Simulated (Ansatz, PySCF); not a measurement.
CH3Si, SMILES C=[SiH] (connectivity only; charge and spin as stated), charge +1, multiplicity 1. Atoms are numbered in the order given.

```xyz
5

C      0.0000     0.0000    -1.1253
Si     0.0000     0.0000     0.5378
H      0.0000     0.9337    -1.6868
H      0.0000    -0.9337    -1.6867
H      0.0000     0.0000     2.0126
```
Charge +1, spin multiplicity 1.

Coordinates come from a r2SCAN-D4/def2-TZVP optimisation. The spin state was assumed, not searched. The isomer is the one that the SMILES or the coordinates give; other isomers of the formula were not compared.

Two levels are set side by side: PBE-D3(BJ)/def2-TZVP (Ansatz, a program for electronic structure) and r2SCAN-D4/def2-TZVP (PySCF). Each level has its own optimised geometry; the coordinates shown are those of the second. Differences are taken from unrounded values.

```json
[
 {"quantity": "mean bond length (Å)", "r2SCAN-D4": "1.329", "PBE-D3(BJ)": "1.339", "PBE-D3(BJ) minus r2SCAN-D4": "0.010"},
 {"quantity": "bond C1–Si2 (Å)", "r2SCAN-D4": "1.663", "PBE-D3(BJ)": "1.674", "PBE-D3(BJ) minus r2SCAN-D4": "0.011"},
 {"quantity": "bond C1–H3 (Å)", "r2SCAN-D4": "1.090", "PBE-D3(BJ)": "1.097", "PBE-D3(BJ) minus r2SCAN-D4": "0.007"},
 {"quantity": "bond C1–H4 (Å)", "r2SCAN-D4": "1.090", "PBE-D3(BJ)": "1.097", "PBE-D3(BJ) minus r2SCAN-D4": "0.007"},
 {"quantity": "bond Si2–H5 (Å)", "r2SCAN-D4": "1.475", "PBE-D3(BJ)": "1.487", "PBE-D3(BJ) minus r2SCAN-D4": "0.012"}
]
```

On these quantities the two levels nearly agree.
